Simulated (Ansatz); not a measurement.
CH$_{6}$AlFSi, SMILES `F[CH]([AlH2])[SiH3]`. The species carries charge 0 and has multiplicity 1.

Z-matrix (Å, degrees):
```
C
Al 1 1.978
Si 1 1.890 2 114.1
F 1 1.412 2 110.8 3 123.4
H 1 1.101 2 108.9 3 -118.7
H 2 1.587 1 117.4 3 62.1
H 2 1.582 1 119.9 3 -117.0
H 3 1.488 1 107.5 2 -62.8
H 3 1.488 1 110.3 2 55.6
H 3 1.486 1 111.5 2 176.6
```

Task: What are the harmonic wavenumbers in cm⁻¹ at PBE0-D4/def2-TZVP (Ansatz, finite differences of forces, unscaled)? (An estimate is asked.)

Result: The calculation gave: 105, 115, 141, 215, 232, 464, 495, 533, 619, 692, 764, 806, 915, 932, 950, 970, 1017, 1270, 1925, 1948, 2217, 2222, 2232, 3007.

Task: Is this a minimum?

Result: Yes, all 24 modes are real.

Task: Give the ideal-gas thermochemistry at 298.15 K and 1 bar (rigid rotor, harmonic oscillator; point group C1, symmetry number 1).

Result: Zero-point energy 148.3 kJ/mol; H(298) − E = 170.0 kJ/mol; entropy 348.0 J/(mol·K), of which translation 165.3, rotation 111.7, vibration 71.0; G(298) − E = 66.2 kJ/mol.
